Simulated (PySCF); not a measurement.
# Reading the logs of faulty runs: AlBGeH5N

These are calculations, not measurements. The program is PySCF 2.14.0, an open-source quantum chemistry code, run on an isolated molecule that a program drew, which may never have been made. The molecule is AlBGeH5N (charge 0, singlet), drawn as the SMILES string `[NH]=[GeH][BH][AlH2]`.

Each row is a Hartree-Fock (HF) and frozen-core CCSD(T) single point in the cc-pV(D+d)Z basis, meant for a local HF minimum. Run 1 is clean. Each other run has one planted mistake out of seven kinds, and not every kind appears here: one electron removed, one electron added, multiplicity raised by two, geometry at a saddle point, minimal basis STO-3G, one bond length entered in bohr, all coordinates scaled. The reference is restricted for singlets and unrestricted otherwise, and also for a bond in bohr. Adding or removing an electron swaps singlet and doublet. Electrons count all cores. HOMO and LUMO are orbital energies over both spins, the gradient is its largest component, and the lowest frequency (negative if imaginary) is given only where the gradient is small. Bond lengths are over the 8 bonds as drawn. T1 is the CCSD diagnostic: over 0.02 (restricted) or 0.045 (unrestricted) a single reference is doubtful. Germanium has the cc-pVDZ-PP basis, with a core potential (ECP10MDF) in place of its 10 inner electrons, and its 3s, 3p and 3d shells are frozen in CCSD(T).

Geometry of the clean run:
```xyz
9
AlBGeH5N, angstrom
N    -2.3762    0.0315   -0.5813
Ge   -1.0285   -0.9531   -0.8507
B     0.5328   -1.5153    0.4075
Al    2.1599   -0.2559    1.0202
H    -2.4310    0.3786    0.3668
H    -0.9011   -1.4861   -2.2815
H     0.4582   -2.6558    0.7842
H     3.4734   -0.1806    0.1408
H     2.0358    0.6014    2.3440
```

| run | electrons | basis functions | <S^2> | HOMO (eV) | LUMO (eV) | gradient (hartree/bohr) | lowest frequency (cm^-1) | mean bond (Å) | longest bond (Å) | T1 | HF (hartree) | CCSD(T) (hartree) | mistake |
|---|---|---|---|---|---|---|---|---|---|---|---|---|---|
| 1 | 62 | 99 | 0.000 | -9.31 | 0.37 | 3.7e-06 | 43 | 1.6039 | 2.147 | 0.0223 | -617.22821 | -617.70453 | no fault |
| 2 | 62 | 99 | 0.000 | -9.42 | -0.62 | 3.0e-05 | -157 | 1.6088 | 2.179 | 0.0219 | -617.22260 | -617.70083 | geometry at a saddle point |
| 3 | 62 | 99 | 0.000 | -9.24 | 0.36 | 1.3e-02 | - | 1.6264 | 2.177 | 0.0229 | -617.22670 | -617.70577 | all coordinates scaled |
| 4 | 63 | 99 | 0.918 | -1.87 | 5.12 | 4.1e-02 | - | 1.6039 | 2.147 | 0.0366 | -617.25350 | -617.74291 | one electron added |
| 5 | 61 | 99 | 0.758 | -14.99 | -6.41 | 8.6e-02 | - | 1.6039 | 2.147 | 0.0899 | -616.96621 | -617.37837 | one electron removed |
| 6 | 62 | 99 | 2.168 | -7.12 | -1.09 | 8.0e-02 | - | 1.6039 | 2.147 | 0.0774 | -617.17209 | -617.63078 | ? |

**Which mistake was planted in run 6, and what did it cost?**

Electrons, basis and geometry are unchanged, and <S^2> is 2.168, beside S(S+1) = 2.00 for a multiplicity of 3. So the mistake is: multiplicity raised by two. Subtracting run 1 and multiplying by 627.51 kcal/mol a hartree, the energy moved by 35.2 kcal/mol in HF and 46.3 kcal/mol in CCSD(T).

Cautions from the logs. Run 1: T1 is over the limit, so its CCSD(T) energy is less reliable; run 2: T1 is over the limit, so its CCSD(T) energy is less reliable; run 3: T1 is over the limit, so its CCSD(T) energy is less reliable; run 5: T1 is over the limit, so its CCSD(T) energy is less reliable; run 6: T1 is over the limit, so its CCSD(T) energy is less reliable.
